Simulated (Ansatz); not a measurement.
An input meant for TeF₄ (charge 0, singlet; atoms displaced at random, 0.15 Å in each coordinate).

```yaml
crystal:
  periodic: [false, false, false]
  atoms:
    - {symbol: Te, position_ang: [-0.465450, -0.237893, -0.064649]}
    - {symbol: F, position_ang: [-0.187556, -0.116688, 1.869249]}
    - {symbol: F, position_ang: [-0.348323, -0.212816, -1.743596]}
    - {symbol: F, position_ang: [1.324702, -0.489082, 0.019193]}
    - {symbol: F, position_ang: [-0.810099, 1.441929, -0.077981]}
basis:
  gaussian: {orbitals: def2-mTZVPP}
hamiltonian: {xc: {name: B2PLYP}, dispersion: d2}
scf: {omitted_lower_state_checks: [starts]}
```

```sh
$ ansatz run in.yaml --threads 4 --pin off --events-out ev --progress --plain --max-ram 3916MiB
```

It prints (some lines left out):

```
Error: YAML parse error: error: line 11 column 47: hamiltonian.dispersion: `d2` is not `none`, `rvv10`, `d3bj`, `d3bjatm`, `d4` or a map `{method: …, s8: …, a1: …, a2_bohr: …}` (numbers without units, a2 in bohr) or `{method: …, functional: …}`
 9 | basis:
10 |   gaussian: {orbitals: def2-mTZVPP}
11 | hamiltonian: {xc: {name: B2PLYP}, dispersion: d2}
12 | scf: {omitted_lower_state_checks: [starts]}
```

Question: Something in this input is off. What?

Answer: The program holds no damping parameters for this pairing of functional and dispersion term, so they'd have to be typed. The program refused the input.
